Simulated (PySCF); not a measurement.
Al(OH)2(OSiMe3), SMILES C[Si](C)(C)[O][Al]([OH])[OH], GFN2-xTB optimised geometry.

```
19

Al    -1.22    -2.31    -2.70
O     -1.84    -1.63    -4.08
H     -2.04    -0.77    -4.40
O     -1.02    -3.94    -2.57
H     -1.16    -4.73    -3.08
O     -0.77    -1.37    -1.39
Si    -0.27    -0.67     0.00
C     -0.96    -1.66     1.47
C      1.64    -0.67     0.00
C     -0.95     1.11     0.00
H     -0.63    -1.25     2.42
H     -0.63    -2.70     1.43
H     -2.04    -1.66     1.47
H      2.03    -1.68    -0.05
H      2.03    -0.21     0.90
H      2.03    -0.13    -0.85
H     -2.03     1.12    -0.06
H     -0.57     1.68    -0.85
H     -0.66     1.64     0.90
```

Density from PySCF with CAM-B3LYP/def2-SVP at that geometry.

Minimum of the electron density along straight lines between bonded atoms, close to the bond critical point (lines longer than 1.1 times the sum of covalent radii, or with two minima, are not listed):

```
bond     length / Å  ρ at the minimum / e bohr⁻³  ∇²ρ there / e bohr⁻⁵  position (fraction from the first atom)
-------  ----------  ---------------------------  --------------------  ---------------------------------------
Al1–O2        1.660                        0.106                  1.03                                     0.43
O2–H3         0.947                        0.358                 -2.56                                     0.82
Al1–O4        1.653                        0.108                  1.04                                     0.43
O4–H5         0.947                        0.358                 -2.56                                     0.82
Al1–O6        1.671                        0.102                  0.97                                     0.43
O6–Si7        1.636                        0.123                  1.02                                     0.59
Si7–C8        1.905                        0.112                  0.32                                     0.38
Si7–C9        1.906                        0.112                  0.32                                     0.38
Si7–C10       1.909                        0.111                  0.32                                     0.38
C8–H11        1.085                        0.272                 -0.97                                     0.62
C8–H12        1.086                        0.272                 -0.98                                     0.63
C8–H13        1.086                        0.271                 -0.97                                     0.62
C9–H14        1.086                        0.272                 -0.98                                     0.63
C9–H15        1.085                        0.272                 -0.97                                     0.62
C9–H16        1.086                        0.271                 -0.97                                     0.62
C10–H17       1.086                        0.271                 -0.97                                     0.62
C10–H18       1.086                        0.271                 -0.97                                     0.62
C10–H19       1.085                        0.272                 -0.97                                     0.62
```
